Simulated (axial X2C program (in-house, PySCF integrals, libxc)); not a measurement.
**Be₂⁺: from Re and ωe to a spectrum**

A bond curve at the PBE0 level, with spin–orbit coupling, was computed with an in-house all-electron X2C program for linear molecules (integrals from PySCF) (basis Be dyall-cv3z [8s8p3d1f] (cores contracted in-house)) for the state Ω = 1/2 (⟨Sz⟩ = 0.50, ⟨Lz⟩ = 0.00 at PBE0). Its fit gives Re = 2.2158 Å, ωe = 532.5 cm⁻¹, ωexe = 5.16 cm⁻¹ and αe = 1.080e-02 cm⁻¹; the masses are 9.0122 and 9.0122 u. Two-component means X2C with spin–orbit coupling and atomic mean-field Coulomb and Gaunt terms.

Task: Find the reduced mass, Be and the force constant.

Result: From the PBE0 values: μ = 4.5061 u. Be = 16.8576/(μ Re²) = 0.762 cm⁻¹. k = 5.8918×10⁻⁷ μ ωe² = 0.753 mdyn/Å.

Task: A Morse curve ties αe to the other constants (Pekeris). How well does that hold?

Result: αe(Morse) = 6Be²/ωe × (√(ωexe/Be) − 1) = 1.048e-02 cm⁻¹; the PBE0 curve gives 1.080e-02 cm⁻¹, a ratio of 0.97.

Task: Estimate the centrifugal constant by the Kratzer relation.

Result: D = 4Be³/ωe² = 6.24e-06 cm⁻¹.

Task: Estimate De from a Morse curve and compare with the computed well depth of 2.348 eV to Be + Be+.

Result: De(Morse) = ωe²/(4ωexe) = 1.703 eV against 2.348 eV computed, a ratio of 0.73. The extrapolation falls short: long-range attraction (ionic or ion–induced dipole) or a change of character along the curve can cause this.

Task: Where do the fundamental and the first overtone lie?

Result: ν(1←0) = ωe − 2ωexe = 522.2 cm⁻¹; ν(2←0) = 2ωe − 6ωexe = 1034.0 cm⁻¹.

The state is a single determinant with fixed occupations, the lowest that a limited PBE0 search found. De is counted from the lowest determinant-based energies of the atoms at the same level, without counterpoise correction. Density functionals use the spin component along the axis (collinear).
